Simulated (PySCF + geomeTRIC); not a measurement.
Species: H3GaO3, SMILES `[OH][Ga]([OH])[OH]` (charge 0, multiplicity 1).

Task: Give a relaxed geometry from M06-2X/def2-TZVP (PySCF + geomeTRIC).

Result: Several could match; the one computed here: the end point of this relaxation, one of several conformers (outside a Z-matrix the atoms follow the SMILES, hydrogens last).
Bonded distances (Å): O1–Ga2 1.780, O1–H5 0.960, Ga2–O3 1.780, Ga2–O4 1.780, O3–H6 0.960, O4–H7 0.960. Angles (°): Ga2–O1–H5 115.3, O1–Ga2–O3 120.0, O1–Ga2–O4 120.0, O3–Ga2–O4 120.0, Ga2–O3–H6 115.3, Ga2–O4–H7 115.3.
